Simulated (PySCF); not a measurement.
**Ionisation energy of C⁺ by level of theory**

C⁺ [He] 2s2 2p1 (2P) → C²⁺ [He] 2s2 (1S), as a difference of total energies. All numbers are calculated (PySCF 2.14, no relativity, point nucleus, in dyall-av3z (15s9p3d2f, 71 functions)). Correlated levels: valence: 1s2 frozen; virtual orbitals above 40 to 60 times the deepest correlated orbital energy dropped. The calculations carry no spin-orbit coupling.

```tsv
method	ionisation energy (eV)	error (eV)
UHF	24.171	-0.207
MP2 (valence)	24.384	+0.006
SCS-MP2 (valence)	24.340	-0.038
CCSD (valence)	24.217	-0.161
CCSD(T) (valence)	24.250	-0.128
```

Reference: 24.378 eV (measured; NIST levels, between the centres of gravity of the two terms).

Errors of the correlated levels include the incompleteness of this basis and the frozen core.

The coupled-cluster amplitudes are large for C²⁺ (T1 above 0.03 or a double amplitude above 0.15), so a single reference is strained.
